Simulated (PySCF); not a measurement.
Te(H)(GeH3) (GeH4Te), SMILES [TeH][GeH3]. The structure is a stationary point at B3LYP-D3(BJ)/def2-TZVP. The def2 effective core potentials stand for the cores of Te; spin–orbit coupling is left out.

Computed equilibrium geometry at B3LYP-D3(BJ)/def2-TZVP (PySCF confirms it by a frequency run) as bond lengths and angles, and its point group:
point group Cs.
Atoms: Te1 H2 Ge3 H4 H5 H6. Bonds (Å): Te1–H2 1.663, Te1–Ge3 2.582, Ge3–H4 1.537, Ge3–H5 1.536, Ge3–H6 1.537. Bond angles (°): H2–Te1–Ge3 91.7, Te1–Ge3–H4 110.6, Te1–Ge3–H5 105.4, Te1–Ge3–H6 110.6, H4–Ge3–H5 110.1, H4–Ge3–H6 109.9, H5–Ge3–H6 110.1.
Charge 0, spin multiplicity 1.
